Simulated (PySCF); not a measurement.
PySCF 2.14 output of a UHF calculation on a single atom or ion in aug-cc-pV(D+d)Z, with the non-relativistic Hamiltonian (point nucleus):

```
SCF conv_tol = 1e-09
number electrons alpha = 6  beta = 6
cycle= 1 E= -241.668531830037  delta_E= -2.79e-12  |g|= 2.89e-07  |ddm|= 1.4e-05
converged SCF energy = -241.668531830037  <S^2> = -4.4408921e-15  2S+1 = 1
```

The run itself started from symmetry-adapted Hartree-Fock orbitals and held the occupation by maximum overlap, so the iterations belong to that start.

**Question.** Which element, charge and spin multiplicity is this?

**Answer.** Al⁺ (aluminium, charge +1), multiplicity 1; the state was [Ne] 3s2, closed-shell 1S.
